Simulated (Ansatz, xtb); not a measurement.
# C3H4F3NOS: which of two isomers lies lower

Structure X is `N/C(O)=C/SC(F)(F)F`, a singlet and structure Y is `[H]/N=C(/O)CSC(F)(F)F`, a singlet. Both are isolated molecules in the gas phase, relaxed with B3LYP/def2-SVP; the shapes shown needn't be the lowest conformers.

X (Å):

```xyz
13

C     1.0079    1.9436    0.3916
C     0.6922    1.3423   -0.8014
C    -0.6882   -1.0718   -0.5556
F    -0.3286   -1.2002    0.7325
F    -1.8534   -1.7065   -0.7254
F     0.2428   -1.6943   -1.2844
N     2.1763    2.6005    0.6381
O     0.1783    1.9866    1.4403
S    -0.9136    0.6892   -1.0491
H     2.4194    2.7603    1.6082
H     2.9433    2.4734   -0.0085
H    -0.6397    1.5204    1.1801
H     1.4053    1.3321   -1.6263
```

Y (Å):

```yaml
atoms:
  - { symbol: C, position_ang: [1.6972, 0.4546, 1.7172] }
  - { symbol: C, position_ang: [0.3220, 0.8712, 1.2187] }
  - { symbol: C, position_ang: [-0.0852, -0.3589, -1.2376] }
  - { symbol: F, position_ang: [-0.2498, 0.8601, -1.7695] }
  - { symbol: F, position_ang: [-0.7840, -1.2341, -1.9609] }
  - { symbol: F, position_ang: [1.2147, -0.6581, -1.3509] }
  - { symbol: N, position_ang: [2.2531, -0.6797, 1.7166] }
  - { symbol: O, position_ang: [2.3207, 1.5359, 2.2316] }
  - { symbol: S, position_ang: [-0.6909, -0.4522, 0.4816] }
  - { symbol: H, position_ang: [1.6523, -1.3882, 1.2889] }
  - { symbol: H, position_ang: [3.1884, 1.2269, 2.5434] }
  - { symbol: H, position_ang: [0.4164, 1.7045, 0.5063] }
  - { symbol: H, position_ang: [-0.2601, 1.2613, 2.0685] }
```

**Question.** Which of the two would you expect CCSD(T)/def2-SVP + ΔMP2/def2-TZVPP electronic energies to favour?

**Answer.** Structure Y; the calculation gives E(Y) − E(X) = −4.2 kcal/mol.

The same difference at several levels:

```
                             level        geometry  E(Y) − E(X) (kcal/mol)  departure from the last row (kcal/mol)  job, with rough time for the two
                    B3LYP/def2-SVP  B3LYP/def2-SVP                      −0.8                                    +3.3             optimisation, 4.1 min
                       HF/def2-SVP  B3LYP/def2-SVP                      −1.9                                    +2.2           part of the CCSD(T) run
                      MP2/def2-SVP  B3LYP/def2-SVP                      −4.3                                    −0.1           part of the CCSD(T) run
                  CCSD(T)/def2-SVP  B3LYP/def2-SVP                      −5.6                                    −1.4                      single point
CCSD(T)/def2-SVP + ΔMP2/def2-TZVPP  B3LYP/def2-SVP                      −4.2                                                     single point, 8.1 min
```

As drawn, Y has 1 C=N, 1 C–C, 1 C–H in place of 1 C–N, 1 C=C, 1 N–H.

The levels shown agree on the order. The largest departure from CCSD(T)/def2-SVP + ΔMP2/def2-TZVPP is that of B3LYP/def2-SVP, 3.3 kcal/mol. No reliable frequencies are at hand for Y, so it isn't confirmed as a minimum. Levels run at GFN2-xTB geometries aren't shown. The last row adds to CCSD(T) the change of the MP2 difference between the two basis sets, here +1.4 kcal/mol.

The correlated steps freeze 13 core orbitals. Run with Ansatz 0.2.0, xtb 6.7.1; the last row on 2 threads of Arm Neoverse N1 on a shared host.
